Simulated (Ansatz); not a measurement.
An input meant for the cluster B5 (charge 0, quartet).

```yaml
crystal:
  periodic: [false, false, false]
  atoms:
    - {symbol: B, position_ang: [-1.496913, -0.694550, -0.124495]}
    - {symbol: B, position_ang: [1.630420, -0.282437, 0.027995]}
    - {symbol: B, position_ang: [0.663921, 0.974962, 0.121220]}
    - {symbol: B, position_ang: [-0.851797, 1.068895, 0.093685]}
    - {symbol: B, position_ang: [-0.901797, 0.768895, 0.043685]}
basis:
  gaussian: {orbitals: def2-SVP}
magnetization: {spin_polarized: true, initial_magnetization: 3}
hamiltonian: {xc: {name: B2GP-PLYP}}
scf: {omitted_lower_state_checks: [starts]}
output: {forces: true}
```

```sh
$ ansatz run in.yaml --threads 4 --pin off --events-out ev --progress --plain --max-ram 3916MiB
```

Shortened log:

```
Functional definition: B2GP-PLYP
  name "B2GP-PLYP"
  cite "Karton, Tarnopolsky, Lamère, Schatz & Martin, J. Phys. Chem. A 112, 12868 (2008) doi:10.1021/jp801805p"
  cite "Becke, Phys. Rev. A 38, 3098 (1988) doi:10.1103/PhysRevA.38.3098"
  cite "Lee, Yang & Parr, Phys. Rev. B 37, 785 (1988) doi:10.1103/PhysRevB.37.785"
  parameter a = 0.65
  parameter c = 0.36
  exchange = (1 - a)*b88_x + a*exact_x
  correlation = (1 - c)*lyp_c + c*(mp2_os + mp2_ss)
these checks for a lower state are left out or cut short: starts
721 factors; integrals over basis functions are off by at most 1.2e-3 eV
mean field evaluation 1: about -3017.0205 eV, gradient 4.2e1 eV
mean field evaluation 2: about -3018.5034 eV, gradient 4.1e1 eV
mean field evaluation 4: about -3029.4911 eV, gradient 8.0e0 eV
mean field evaluation 8: about -3030.2673 eV, gradient 8.1e-1 eV
mean field evaluation 16: about -3030.3198 eV, gradient 9.2e-2 eV
mean field evaluation 32: about -3030.3218 eV, gradient 1.2e-3 eV
a density is far from that of the atoms, so the factors are made again for it
755 factors; integrals over basis functions are off by at most 1.2e-3 eV
mean field evaluation 64: about -3018.5034 eV, gradient 4.1e1 eV
mean field evaluation 96: about -3030.3219 eV, gradient 9.9e-4 eV
mean field -3030.32187603 eV, -111.3622749183 hartree, gradient 1.9e-6 eV, S^2 3.993496; 1 other end points of the search recorded, 0 dependent functions left out
5 core orbitals not correlated: weight in the atoms' cores, before any rotation towards them, 0.993 or more for the frozen orbitals, at most 0.002 for the correlated occupied ones
reference -3030.32197943 eV, -111.3622787180 hartree; 9, 6 occupied and 56, 59 virtual orbitals, 755 factors
second order -8.48676584 eV of doubles, -0.00000000 eV of singles
the calculation of the forces begins
Total energy: -3033.37721513 eV, -111.4745565593 hartree
Atom 0 at    -1.496913    -0.694550    -0.124495 Å, force    -0.350882    -1.964146    -0.062944 eV/Å
Atom 1 at     1.630420    -0.282437     0.027995 Å, force    -0.304224     1.639779     0.131903 eV/Å
Atom 2 at     0.663921     0.974962     0.121220 Å, force    -1.774172    -2.017302    -0.127478 eV/Å
Atom 3 at    -0.851797     1.068895     0.093685 Å, force   393.334462  2326.108569   388.421488 eV/Å
Atom 4 at    -0.901797     0.768895     0.043685 Å, force  -390.905185 -2323.766900  -388.362969 eV/Å
Dipole moment:    -0.157599     0.089637    -0.011967 e Å
Checks for a lower state left out: starts
```

In this input one atom was put on top of another. The calculation finished and met its thresholds. The result belongs to that input, not to the species as meant.

Correlated methods freeze 5 core orbitals. The charge 0 quartet is spin-contaminated (final ⟨S²⟩ up to 3.99, 3.75 for a pure state).
